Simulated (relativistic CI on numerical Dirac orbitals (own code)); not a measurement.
d1 to d9 in one octahedral field

Computed with a parametric ligand-field model without spin-orbit coupling, by exact diagonalisation: B = 870, C = 4230, 10Dq = 7900 cm⁻¹ (Oh; |10Dq|/B = 9.1) for every shell. Energies in cm⁻¹; the field energy is (0.6 n_e − 0.4 n_t2) × 10Dq of the ground term; g labels are left out.

| Shell | Ground term | Electrons in e | Field energy | First spin-allowed bands | Lowest term of other spin |
| --- | --- | --- | --- | --- | --- |
| d1 | 2T2 | 0.000 | -3160 | 2E 7900 |  |
| d2 | 3T1 | 0.083 | -5661 | 3T2 6865, 3A2 14765 | 1T2 14140 |
| d3 | 4A2 | 0.000 | -9480 | 4T2 7900, 4T1 13155 | 2E 18471 |
| d4 | 5E | 1.000 | -4740 | 5T2 7900 | 3T1 15651 |
| d5 | 6A1 | 2.000 | 0 | none | 4T1 24764 |
| d6 | 5T2 | 2.000 | -3160 | 5E 7900 | 3T1 15062 |
| d7 | 4T1 | 2.083 | -5661 | 4T2 6865, 4A2 14765 | 2E 11260 |
| d8 | 3A2 | 2.000 | -9480 | 3T2 7900, 3T1 13155 | 1E 14892 |
| d9 | 2E | 3.000 | -4740 | 2T2 7900 |  |

Every shell keeps the spin of the free ion. Only d4 to d7 can choose; the field needed to pair spins is smallest for d6 and largest for d5, which loses most exchange energy. In the strong-field picture 10Dq must exceed about 6B + 5C = 26370 (d4), 7.5B + 5C = 27675 (d5), 2.5B + 4C = 19095 (d6) and 4B + 4C = 20400 (d7); mixing of terms shifts these bounds somewhat. High-spin d^(n+5) repeats the spin-allowed bands of d^n, since the half-filled shell is spherical.
